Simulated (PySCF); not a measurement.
Polarisability and C₆ of La³⁴⁺ (lanthanum, charge +34)

[Ar] 3d5, high-spin 6S determinant. All numbers are calculated (PySCF 2.14, the spin-free X2C one-electron Hamiltonian (Gaussian nucleus), in an uncontracted even-tempered set (18 s from 5.3 bohr⁻², ratio 2.5; 12 p from 6.9 bohr⁻², ratio 2.5; 8 d from 6.9 bohr⁻², ratio 2.5; 4 f from 28 bohr⁻², ratio 2.7; 3 g from 42 bohr⁻², ratio 2.7)). Coupled (time-dependent) response in atomic units; α is the mean over directions.

```
method  mean α (bohr³)  C₆ (like pair)      S(−4)
   UHF        0.009390        0.001383  5.699e-05
```

S(−4) is the Cauchy moment in α(ω) = α(0) + S(−4) ω² + …

α(iu) at UHF:

```csv
u (hartree),α(iu) (bohr³)
0,0.009389
2.00,0.009170
4.00,0.008595
8.00,0.007095
12.0,0.005839
16.0,0.004965
20.0,0.004355
30.0,0.003400
40.0,0.002788
60.0,0.001967
100,0.001086
```

For an ion, C₆ is the dispersion term alone; charge-induced terms of lower order in 1/R come first.

Spin-orbit coupling, which splits the p, d and f shells strongly at this Z, is absent. Spin-orbit coupling is strong in this species (close to jj coupling), so the high-spin LS determinant is a model state, not a physical level.
